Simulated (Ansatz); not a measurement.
Input and output for `C[O][Zn]` radical.

```yaml
crystal:
  periodic: [false, false, false]
  atoms:
    - {symbol: C, position_ang: [0.426685, -0.051772, 0.223328]}
    - {symbol: O, position_ang: [-0.754404, 0.585832, 0.028311]}
    - {symbol: Zn, position_ang: [-1.506091, 0.417280, -1.260810]}
    - {symbol: H, position_ang: [0.012035, -0.996725, 0.466836]}
    - {symbol: H, position_ang: [1.195928, 0.198874, -0.556280]}
    - {symbol: H, position_ang: [0.931615, 0.038727, 1.332626]}
basis:
  gaussian: {orbitals: "6-31G*"}
magnetization: {spin_polarized: true, initial_magnetization: 1}
hamiltonian: {xc: {name: PBE-QIDH}}
accuracy: high
scf: {lower_state_search: light}
output: {forces: true}
```

```sh
$ ansatz run in.yaml --threads 4 --pin off --events-out ev --progress --plain --max-ram 10444MiB
```

Shortened log:

```
Functional definition: PBE-QIDH
1484 factors; integrals over basis functions are off by at most 4.2e-9 eV
mean field evaluation 1: about -51510.0578 eV, gradient 3.1e1 eV
mean field evaluation 2: about -51510.1021 eV, gradient 3.1e1 eV
mean field evaluation 4: about -51513.7931 eV, gradient 2.5e0 eV
mean field evaluation 8: about -51513.8574 eV, gradient 2.0e-1 eV
mean field evaluation 16: about -51513.8578 eV, gradient 2.9e-4 eV
mean field -51513.85784381 eV, -1893.0993584132 hartree, gradient 9.9e-8 eV, S^2 0.752442; 0 other end points of the search recorded, 0 dependent functions left out
7 core orbitals not correlated: weight in the atoms' cores, before any rotation towards them, 1.000 or more for the frozen orbitals, at most 0.000 for the correlated occupied ones
reference -51513.85784483 eV, -1893.0993584507 hartree; 17, 16 occupied and 48, 49 virtual orbitals, 1484 factors
second order -19.21988875 eV of doubles, -0.00000000 eV of singles
mean field evaluation 32: about -51513.8578 eV, gradient 9.9e-8 eV
Total energy: -51520.26447442 eV, -1893.3347977453 hartree
Atom 0 at     0.426685    -0.051772     0.223328 Å, force     2.006302    -0.228431     3.796714 eV/Å
Atom 1 at    -0.754404     0.585832     0.028311 Å, force     5.420528     3.767089    10.768381 eV/Å
Atom 2 at    -1.506091     0.417280    -1.260810 Å, force    -7.298026    -1.126007   -11.612174 eV/Å
Atom 3 at     0.012035    -0.996725     0.466836 Å, force     1.366834    -2.498676    -1.202294 eV/Å
Atom 4 at     1.195928     0.198874    -0.556280 Å, force    -0.583355    -1.112089     0.794184 eV/Å
Atom 5 at     0.931615     0.038727     1.332626 Å, force    -0.912282     1.198115    -2.544811 eV/Å
Dipole moment:     0.085706    -0.154629    -0.147916 e Å
```

It took 5.5 s on 4 threads of an Intel Xeon 6975P-C on a shared host, with 0.36 GiB of host memory at the peak.
